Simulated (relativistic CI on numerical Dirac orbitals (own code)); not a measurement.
What each ingredient does to the levels of Sn¹⁴⁺

Base calculation: Dirac-Coulomb-Breit CI, orbitals from a KLI potential per configuration, a model potential for QED, unscaled Slater integrals.

Configuration list (outside the closed core [Ar] 3d10): 4s2 4p6, 4s2 4p5 4d, 4s 4p6 4d, 4s2 4p5 4f, 4s 4p6 4f, 4s2 4p5 5s, 4s2 4p5 5p, 4s 4p6 5s, 4p6 4d2, 4p5 4d3, 4p5 4d2 4f, 4p5 4d2 5s, 4p5 4d2 5p, 4p6 4f2, 4p5 4d 4f2, 4p5 4f3, 4p5 4f2 5s, 4p5 4f2 5p. Double excitations out of closed p, d and f shells are left out; levels of such configurations are missing from the list, as are those of other unlisted configurations, and high levels can miss mixing partners.

The lowest level and the first level of each name with at least 55 % of one term (blank where a level has no safe partner in the second run):

```csv
Level,Base (cm⁻¹),Shift (cm⁻¹)
4s2 4p6 1S_0,0,0
4s2 4p5 4d 3P°_0,528558,+866
4s2 4p5 4d 3P°_1,537858,+1056
4s2 4p5 4d 3P°_2,556116,+1279
4s2 4p5 4d 3F°_3,557071,+1047
4s2 4p5 4d 3F°_4,557330,+1470
4s2 4p5 4d 3D°_3,593129,+1393
4s2 4p5 4d 3D°_1,619460,+1560
4s2 4p5 4d 1P°_1,779184,+1748
4s 4p6 4d 3D_1,1013514,+1025
4s 4p6 4d 3D_2,1019276,+1219
4s 4p6 4d 3D_3,1029464,+1558
4s 4p6 4d 1D_2,1090625,+1296
4s2 4p5 4f 3G_5,1226606,+2037
4s2 4p5 4f 3G_4,1234230,+1879
4s2 4p5 4f 3D_1,1236226,+1685
4s2 4p5 4f 3D_2,1241317,+1803
4s2 4p5 4f 3F_4,1254416,+1984
4s2 4p5 4f 3F_2,1274641,+1940
4s2 4p5 5s 3P°_2,1283946,+931
4s2 4p5 5s 1P°_1,1290997,+940
4s2 4p5 4f 1D_2,1346398,+2812
```

At this charge energies of transitions that change n are usually good to better than 1 %, and those within a shell (Δn = 0) to a few per cent.

Q: One thing was changed in a second run, which moved the levels as shown. Which?
A. configuration mixing switched off
B. QED terms removed
C. Breit term removed
D. only the first 3 configurations

A: C. Breit term removed. The Breit term mainly narrows fine-structure intervals, so removing it widens them.

LS names give the leading component of a level, which can be under half, so a name can repeat, a term be missing and a line seem to break the LS rules.
